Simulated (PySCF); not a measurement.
**Co: electron affinity**

Co- [Ar] 3d8 4s2 (3F) → Co [Ar] 3d7 4s2 (4F), as a difference of total energies. Calculation: PySCF 2.14, in dyall-av2z (16s12p7d2f, 101 functions); the non-relativistic Hamiltonian (point nucleus). Correlated levels: valence: [Ar] frozen; virtual orbitals above 40 to 60 times the deepest correlated orbital energy dropped. The calculations carry no spin-orbit coupling.

Task: Order these methods by the electron affinity they give, lowest first.
A. UHF
B. CCSD (valence)
C. CCSD(T) (valence)
D. MP2 (valence)

Result: A (-1.730 eV), B (0.167 eV), C (0.456 eV), D (0.573 eV).

A first-order spin-orbit estimate (lowest level to lowest level, LS coupling) adds -0.009 eV.

These non-relativistic numbers lack the scalar-relativistic shift.

Errors of the correlated levels include the incompleteness of this basis and the frozen core.

A negative affinity means that the anion lies above the atom at that level of theory.

The coupled-cluster amplitudes are large for Co- (T1 above 0.03 or a double amplitude above 0.15), so a single reference is strained.

For comparison: 0.662 eV (measured; photodetachment measurements, as compiled on the Wikipedia data page of electron affinities).
